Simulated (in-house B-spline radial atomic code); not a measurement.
# Binding energies in Bi7+

NIST's tabulated ground configuration is [Xe] 4f14 5d8; each binding energy is the energy of the ion with one electron taken from that subshell, relaxed, less that of the parent. Computed with a B-spline radial code for spherical atoms: Dirac-Hartree-Fock, average of configuration, Fermi nucleus of rms radius 5.5211 fm. Energies include first-order Breit, QED and recoil terms.

```tsv
subshell	X-ray name	binding energy (eV)	-ε (eV)	relaxation (eV)
1s	K	90632	91239.8	92.8
2s	L1	16503.5	16625.2	54.4
2p1/2	L2	15821.6	15947.5	59.5
2p3/2	L3	13528.5	13624.3	55.2
3s	M1	4115.9	4159.1	29.3
3p1/2	M2	3811	3854.7	30.6
3p3/2	M3	3292.2	3328.0	28.2
4s	N1	1054	1068.4	11.1
4p1/2	N2	921.1	935.1	11.1
4p3/2	N3	792.3	803.5	9.8
5s	O1	272	274.8	2.2
4f5/2	N6	269.1	278.4	9.5
4f7/2	N7	263.8	272.7	9.3
5p1/2	O2	223.2	225.7	2.0
5p3/2	O3	197.7	199.4	1.6
5d	O4,5	124.7	125.7	1.0
```

Relaxation = -ε minus the binding energy without Breit, QED and recoil terms.

Emission lines follow as differences of binding energies, with λ = 12398.42 eV·Å / E:

```tsv
line	holes	energy (eV)	wavelength (Å)
K-L3	1s → 2p3/2	77103.5	0.1608
K-L2	1s → 2p1/2	74810.4	0.16573
K-M3	1s → 3p3/2	87339.8	0.14196
L1-M3	2s → 3p3/2	13211.3	0.93847
L3-M1	2p3/2 → 3s	9412.6	1.3172
```

**Question.** What screening constant σ does Moseley's law, E = (3/4)·13.6057 eV·(Z - σ)², need for K-L3?

**Answer.** σ = -3.93.

Moseley's non-relativistic formula needs a falling, then negative, screening constant for heavy elements, because relativity binds the 1s electron more strongly than the formula allows.

**Question.** What does it cost to remove both a 4p3/2 and a 4f5/2 electron?

**Answer.** 1099.5 eV, which is 38.14 eV more than the two single binding energies together.

**Question.** What does it cost to remove both a 1s and a 3p3/2 electron?

**Answer.** 94055 eV, which is 130.4 eV more than the two single binding energies together.

**Question.** What does it cost to remove both a 4f7/2 and a 5d electron?

**Answer.** 410.9 eV, which is 22.44 eV more than the two single binding energies together.
